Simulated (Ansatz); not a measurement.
One change: `[BH2][GeH2][OH]` becomes `[OH][GeH2][Br]`.

Ansatz, PBE0-D4/def2-TZVP geometries, multiplicity 1. Each molecule was computed in one conformer, which needn't be the lowest.

Scalar relativity is left out up to krypton.

| property | `[BH2][GeH2][OH]` |
| --- | --- |
| zero-point energy (PBE0-D4/def2-TZVP) / kJ/mol | 128.5 |
| HOMO energy (PBE/def2-TZVPP) / eV | -6.66 |
| ideal-gas entropy at 298 K and 1 bar (rigid rotor, harmonic PBE0-D4/def2-TZVP) / J/(mol·K) | 312 |
| HOMO energy (ωB97M-V/def2-TZVPP) / eV | -10.54 |
| HOMO energy (PBE0/def2-TZVPP) / eV | -8.24 |
| LUMO energy (PBE0/def2-TZVPP) / eV | -2.50 |

Task: Give the same properties after the change, and the shifts. (An estimate is asked.)

Result: Ansatz gave: 
```
                                                                                  property  `[OH][GeH2][Br]`  shift
                                            zero-point energy (PBE0-D4/def2-TZVP) / kJ/mol              80.4  -48.1
                                                         HOMO energy (PBE/def2-TZVPP) / eV             -7.06  -0.40
ideal-gas entropy at 298 K and 1 bar (rigid rotor, harmonic PBE0-D4/def2-TZVP) / J/(mol·K)               316      4
                                                     HOMO energy (ωB97M-V/def2-TZVPP) / eV            -10.58  -0.04
                                                        HOMO energy (PBE0/def2-TZVPP) / eV             -8.36  -0.12
                                                        LUMO energy (PBE0/def2-TZVPP) / eV             -0.38   2.12
```

With PBE0 the HOMO falls by 0.12 eV and the LUMO rises by 2.12 eV, so the gap widens by about 2.24 eV. PBE moves the HOMO by -0.40 eV and ωB97M-V by -0.04 eV. The zero-point energy changes by -48.1 kJ/mol with -6 modes.

Spin–orbit coupling is left out; it splits and shifts lone-pair levels of the heavy atoms by tenths of an eV.
